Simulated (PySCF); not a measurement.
B(Me)2(NH2) (C2H8BN), SMILES B(C)(N)C.

Geometry: TPSSh-D3(BJ)/def2-SVP. One conformer was computed; it need not be the lowest.

These are PySCF 2.14.0 with TDDFT-B3LYP/def2-SVPD values and carry that method's errors.

Vertical excitations. The molecule is in vacuum. State labels are in the subgroup C2v.

Computed lowest excited states:
```csv
state,symmetry,energy (eV),λ (nm),f,main pairs
S1,B2,6.89,180,0.022,HOMO→LUMO 98 %
S2,B1,7.41,167,0.042,HOMO−1→LUMO 99 %
S3,A2,7.64,162,0.000,HOMO−1→LUMO+1 99 %
S4,B2,8.22,151,0.015,HOMO→LUMO+2 96 %
S5,A2,8.24,150,0.000,HOMO→LUMO+3 88 %
S6,A1,8.25,150,0.195,HOMO→LUMO+1 89 %
S7,A1,8.54,145,0.147,HOMO−2→LUMO 84 %
S8,B1,8.66,143,0.009,HOMO−1→LUMO+2 99 %
S9,A1,8.85,140,0.054,HOMO−1→LUMO+3 88 %
S10,A2,8.98,138,0.000,HOMO→LUMO+4 86 %
T1,A1,6.52,190,0,HOMO→LUMO+1 97 %
T2,B2,6.66,186,0,HOMO→LUMO 94 %
T3,A2,7.18,173,0,HOMO−1→LUMO+1 98 %
T4,B1,7.30,170,0,HOMO−1→LUMO 99 %
```
Triplets are in the Tamm–Dancoff approximation, which puts them higher than full response would, so one can lie above its singlet here.
